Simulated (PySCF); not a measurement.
**Static response to an electric field**

SnH(SiH3)3.
Geometry (PBE0-D3(BJ)/def2-SVP, Å), atoms numbered from 1 in this order:
```xyz
14
H10Si3Sn angstrom
Sn     0.002    0.008    0.733
H      0.035    0.041    2.450
Si     2.410   -0.014   -0.158
H      3.127   -1.256    0.267
H      3.171    1.171    0.344
H      2.388    0.033   -1.653
Si    -1.197    2.100   -0.154
H     -0.415    3.333    0.168
H     -2.561    2.226    0.444
H     -1.332    1.995   -1.640
Si    -1.228   -2.103   -0.063
H     -0.569   -3.332    0.478
H     -1.195   -2.159   -1.557
H     -2.655   -2.086    0.384
```

Level: wB97X-D/def2-SVPD (PySCF), static field, nuclei fixed, core orbitals frozen in the response. The polarisability tensor in these axes (au):

```
x   154.02   0.17  -0.56
y     0.17 154.44  -0.85
z    -0.56  -0.85 117.67
```

**Question.** Give the principal values, the mean and the anisotropy Δα = √{½[(α1 − α2)² + (α2 − α3)² + (α1 − α3)²]}.

**Answer.** Principal values 117.64, 153.96 and 154.53 au; mean 142.04 au = 21.05 Å³ = 23.42 × 10⁻⁴⁰ C²·m²/J; Δα = 36.60 au (26 % of the mean).

**Question.** What is the dipole moment?

**Answer.** 0.04 D at this geometry.

**Question.** What depolarisation ratio follows for Rayleigh scattering of linearly polarised light, taking the static tensor?

**Answer.** ρ = 3Δα²/(45ᾱ² + 4Δα²) = 4019.4/(907938 + 5359.2) = 0.0044.

**Question.** What would n − 1 = 2πNα be for an ideal gas of these molecules at 400 K and 1 atm, electronic part alone?

**Answer.** N = p/kT = 1.8347 × 10¹⁹ cm⁻³, so n − 1 = 2π × N × 21.05 × 10⁻²⁴ cm³ = 2426 × 10⁻⁶ at long wavelengths.

**Question.** Sum over states: ᾱ = Σ f/ω², ω in Eh. What share falls to these 10 lowest TDDFT singlets (eV, f)? 6.34, 0.0000; 6.48, 0.0417; 6.50, 0.0461; 6.62, 0.0795; 6.64, 0.0803; 6.68, 0.0225; 6.90, 0.5589; 6.90, 0.5391; 7.07, 0.2381; 7.08, 0.2467.

**Answer.** They add up to 28.85 au, 20.3 % of the 142.04 au; the largest single term is 8.70 au, from the state at 6.90 eV. Terms in order: 0.00, 0.74, 0.81, 1.34, 1.35, 0.37, 8.70, 8.37, 3.53, 3.64 au. Higher excitations give the rest. The strengths listed sum to 1.853.

**Question.** Find the Langevin capture rate constant for H3O+ (19.018 u) meeting this molecule (213.911 u), k = 2.342 × 10⁻⁹ cm³/s × √(α in Å³ / reduced mass in u).

**Answer.** The reduced mass is 17.47 u, so k = 2.57 × 10⁻⁹ cm³/s.

Geometry: PBE0-D3(BJ)/def2-SVP; no solvent, vibrations or thermal averaging. Atoms past krypton carry effective core potentials; spin–orbit coupling is left out.

Note: wB97X-D ran without an empirical dispersion term, which enters the total energy and its gradient alone.
